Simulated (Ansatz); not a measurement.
Start from `[GeH][Br]` and change one element to get `[Cl][GeH]`.

Ansatz, PBE0-D4/def2-TZVP geometries, multiplicity 1. 

Scalar relativity is left out up to krypton.

```
                                        property  `[GeH][Br]`
           HOMO energy (ωB97M-V/def2-TZVPP) / eV        -9.19
  size of the dipole moment (PBE/def2-TZVPP) / D         1.52
  zero-point energy (PBE0-D4/def2-TZVP) / kJ/mol         17.4
              LUMO energy (PBE0/def2-TZVPP) / eV        -3.13
           HOMO–LUMO gap (B3LYP/def2-TZVPP) / eV         3.57
size of the dipole moment (B3LYP/def2-TZVPP) / D         1.75
```

Task: What does the change do to each property? (Best estimate.)

Result: Computed: 
| property | `[Cl][GeH]` | shift |
| --- | --- | --- |
| HOMO energy (ωB97M-V/def2-TZVPP) / eV | -9.27 | -0.08 |
| size of the dipole moment (PBE/def2-TZVPP) / D | 1.59 | 0.07 |
| zero-point energy (PBE0-D4/def2-TZVP) / kJ/mol | 18.2 | 0.8 |
| LUMO energy (PBE0/def2-TZVPP) / eV | -3.05 | 0.08 |
| HOMO–LUMO gap (B3LYP/def2-TZVPP) / eV | 3.71 | 0.14 |
| size of the dipole moment (B3LYP/def2-TZVPP) / D | 1.79 | 0.04 |

With PBE0 the HOMO falls by 0.07 eV and the LUMO rises by 0.08 eV, so the gap widens by about 0.15 eV. PBE moves the HOMO by -0.05 eV and ωB97M-V by -0.08 eV. Dipoles are sizes alone; their direction can turn.

B3LYP here is the variant with VWN-RPA as its local correlation; programs differ in this.

Spin–orbit coupling is left out; it splits and shifts lone-pair levels of the heavy atoms by tenths of an eV.
